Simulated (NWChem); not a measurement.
Species: SiH₃SeF; SMILES F[SiH2][SeH]

```xyz
6

Si     0.5403     1.1178    -0.0057
F     -0.7118     2.1364     0.0378
Se    -0.0958    -1.0739     0.0335
H      1.3495     1.2995     1.2213
H      1.3003     1.4122    -1.2427
H     -0.5504    -1.0765    -1.3769
```
Atoms are numbered in this order, from 1.

Coordinates come from a B3LYP/6-31G* (spherical d) optimisation. B3LYP is NWChem's, with the RPA form of VWN correlation.

Question: List the 4 lowest vertical singlet excitations from B3LYP/def2-SVP, full TDDFT (NWChem).

Answer: 
```
state  energy (eV)  oscillator strength  leading excitation (squared amplitude)
-----  -----------  -------------------  --------------------------------------
S1            5.64                0.000                      HOMO → LUMO (0.98)
S2            6.38                0.011                    HOMO → LUMO+1 (0.79)
S3            6.73                0.034                    HOMO → LUMO+2 (0.74)
S4            7.59                0.006                    HOMO−1 → LUMO (0.92)
```
